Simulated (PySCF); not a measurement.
Molecule: SMILES CC(C)C[SiH2]O. Atoms near the plane z = 0.0 Å, at the GFN2-xTB optimised geometry (x, y, z in Å): C1 (1.4, -1.3, 0.0), C2 (-0.1, -1.3, 0.0), C4 (-0.7, 0.2, 0.0), H7 (1.8, -2.3, -0.1), H8 (1.8, -0.7, -0.9), H9 (1.8, -0.8, 0.9), H10 (-0.5, -1.8, 0.9), H14 (-1.8, 0.1, -0.1), H15 (-0.4, 0.7, -0.9), H18 (-1.5, 3.1, 1.0).

Calculation: PBE0/def2-SVP (PySCF 2.14.0). Cells within 0.4 Å of a nucleus heavier than hydrogen are left out (blank, or x). The values are rescaled to run from 0 to 1.

```
|000000000000000000000000000|
|000000000000000000000000000|
|000000000000000000000000000|
|000000000000000000000000000|
|000000000110000000000000000|
|000000002540000000000000000|
|000000001420000010000000000|
|000000000000000132000000000|
|000000000000000134100000000|
|000000000000110012000000000|
|000000001113431000000000000|
|000000389855762000000000000|
|00000079998xx62000000000000|
|00000089999xx51012100000000|
|000000499977983346410000000|
|000000012127727714520000000|
|000000000014xx88xx420000000|
|000000000015527748840000000|
|000000000002442499993000000|
|000000000000100299996000000|
|000000000000000089995000000|
|000000000000000028970000000|
|000000000000000000100000000|
|000000000000000000000000000|
|000000000000000000000000000|
|000000000000000000000000000|
|000000000000000000000000000|
```
Scale: ten equal steps from 0.000 (start of '0') to 1.00 (end of '9'), in the order '0123456789'; x runs from -5.50 to 5.50, y from -5.50 (bottom) to 5.50 (top).

Problem. Which quantity is mapped?
A. electrostatic potential
B. log10 of the electron density
C. Laplacian of the electron density
D. electron localisation function

Solution. D, electron localisation function
